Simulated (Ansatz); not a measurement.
Basis sets compared for HfSe₂ (the lowest singlet isomer of a short search). Total charge 0; singlet. Geometry PBE-D4/def2-TZVP. Ansatz on 4 threads of AMD EPYC 9R45 on a shared host; times are rough, and most runs start from earlier orbitals.

Cartesian coordinates in Å:
```
Hf -0.607 0.016 0.678
Se 0.927 -1.731 0.259
Se -0.319 1.715 -0.937
```

In the def2 sets Hf takes a core potential; there is no spin–orbit coupling. The structure comes from a short search, and lower isomers may exist.

Binding counts from free atoms (Hf triplet, Se triplet) in the same basis, without a counterpoise term.

| level | functions | energy (Eh) | HOMO (eV) | LUMO (eV) | binding per atom (eV) | wall time |
| --- | --- | --- | --- | --- | --- | --- |
| PBE-D4/def2-SVP | 96 | -4849.8974 | -5.17 | -4.31 | 3.36 | 0.4 s |
| PBE-D4/def2-TZVP (with forces) | 136 | -4850.4933 | -5.24 | -4.35 | 3.37 | 0.7 s |
| r2SCAN-D4/def2-TZVP | 136 | -4851.1819 | -5.45 | -4.11 | 3.27 | 1.1 s |
| PBE0-D4/def2-SVP | 96 | -4850.0039 | -6.15 | -3.63 | 3.13 | 0.65 s |
| PBE0-D4/def2-TZVP | 136 | -4850.6016 | -6.20 | -3.65 | 3.17 | 0.8 s |

Estimate the rows for PBE-D4/def2-TZVPD, r2SCAN-D4/def2-TZVPD, PBE0-D4/def2-TZVPD.


```json
{"level": "PBE-D4/def2-TZVPD", "functions": "157", "energy (Eh)": "-4850.4944", "HOMO (eV)": "-5.29", "LUMO (eV)": "-4.38", "binding per atom (eV)": "3.37", "wall time": "0.8 s"}
{"level": "r2SCAN-D4/def2-TZVPD", "functions": "157", "energy (Eh)": "-4851.1827", "HOMO (eV)": "-5.47", "LUMO (eV)": "-4.13", "binding per atom (eV)": "3.27", "wall time": "1.4 s"}
{"level": "PBE0-D4/def2-TZVPD", "functions": "157", "energy (Eh)": "-4850.6026", "HOMO (eV)": "-6.23", "LUMO (eV)": "-3.68", "binding per atom (eV)": "3.17", "wall time": "1.1 s"}
```
